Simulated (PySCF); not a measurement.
**Structure from 2D NMR**

Compound of formula C$_{5}$H$_{9}$N$_{3}$OSi. Correlations simulated from computed shifts and the bond graph:

HSQC (one-bond C–H):
```csv
δH,δC
9.55,158.7
3.00,32.1
1.36,15.0
```

COSY cross peaks (H two or three bonds apart, from the bond graph; peaks can be absent where the dihedral angle is near 90°):
```csv
δH,δH
3.00,1.36
```

HMBC (two and three bonds, from the bond graph):
```csv
δH,δC
9.55,161.1
5.21,168.7
3.00,"168.7, 161.1, 15.0"
1.36,"161.1, 32.1"
```

Carbons without hydrogens: δ 168.7, 161.1.

No solvent, one averaged value for each set of equivalent atoms, single conformer, non-relativistic Hamiltonian. Geometry: GFN2-xTB; shieldings: GIAO PBE0/pcSseg-1; PySCF 2.14.0 with density-fitted response routines.

Scale: $^{1}$H (31.72 ppm) and $^{13}$C (186.93 ppm) vs TMS (reference shieldings calculated alike).

Exchangeable hydrogens are left out of these lists.

Q: Which molecule is this?

A: SMILES CCc1ncnnc1O[SiH3].

Structure with atom numbers: `[CH3:1][CH2:2][c:3]1[n:4][cH:5][n:6][n:7][c:8]1[O:9][SiH3:10]`; H(Xn) means a hydrogen on atom n.

- δC 168.7 is C8, an aromatic carbon bearing oxygen.
- δC 161.1 is C3, a substituted aromatic carbon next to a ring nitrogen.
- δC 158.7 is C5, an aromatic CH between two ring heteroatoms (δH 9.55).
- δC 32.1 is C2, an sp3 CH2 on an aromatic ring (δH 3.00).
- δC 15.0 is C1, a methyl carbon (δH 1.36).
- HMBC from δH 9.55 reaches the proton-free carbon C3.
- HMBC from δH 5.21 reaches the proton-free carbon C8.
- HMBC from δH 3.00 reaches the proton-free carbons C8, C3.
- HMBC from δH 1.36 reaches the proton-free carbon C3.
- COSY links 3.00–1.36.

The shifts were computed for this structure.

Shifts are as computed. Against solution values, carbons near 30 ppm lie about +3 ppm off and those near 130 ppm about +5 ppm. Of 1211 compounds with measured shifts, 218 miss one by over three times the rms of a fit or turn the order of signals round; such compounds aren't used in these exercises.
